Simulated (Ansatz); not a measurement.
Program: Ansatz. Geometries: PBE0-D4/def2-TZVP. ΔE: electronic, gas phase. CCSD(T)/CBS is the MP2 limit (def2-TZVPP, def2-QZVPP) plus CCSD(T) − MP2 in def2-TZVPP, frozen cores. DFT in def2-TZVPP. HSE06 is defined as in plane-wave codes. For Ge outer-core shells are correlated without core-valence functions, which leaves a few kJ/mol of doubt a bond. Scalar relativity is left out up to krypton. One conformer a species, not always the lowest.

Reaction (ligand exchange at a Ge–S bond): `[GeH3][S][GeH3]` + `NBS` → `NB[S][GeH3]` + `[SH][GeH3]`

Is it downhill or uphill in electronic energy at CCSD(T)/CBS, and by how much? (Estimate.)

The calculation gave: Uphill: ΔE = +1.6 kcal/mol.

What do these levels give: HSE06-D4, BHLYP-D4, CAM-B3LYP-D4, ωB97X-V, B2PLYP, BLYP, r2SCAN, r2SCAN0, CCSD(T)/def2-TZVPP, HF/def2-QZVPP, HF/CBS(def2), MP2/CBS(def2)? (Estimate.)

The calculation gave: HSE06-D4 1.3, BHLYP-D4 1.5, CAM-B3LYP-D4 1.2, ωB97X-V 1.2, B2PLYP 1.1, BLYP 0.8, r2SCAN 1.2, r2SCAN0 1.2, CCSD(T)/def2-TZVPP 1.2, HF/def2-QZVPP 1.0, HF/CBS(def2) 1.0, MP2/CBS(def2) 1.7 kcal/mol.

What do rigid-rotor, harmonic-oscillator terms from PBE0-D4/def2-TZVP frequencies (298.15 K, 1 bar) make of the CCSD(T)/CBS value? (An estimate is asked.)

The calculation gave: ΔZPE = -0.2 kcal/mol, ΔH = +1.4 kcal/mol, ΔS = 4 J/(mol·K), ΔG = +1.1 kcal/mol. Modes under 50 cm⁻¹ make the entropy rough.

Largest T1 diagnostic among the species: 0.012.

Leaving LDA and LC-ωPBE aside and taking each functional with its dispersion term where it has one, the values spread over 0.5 kcal/mol, from B2PLYP to BHLYP-D4.
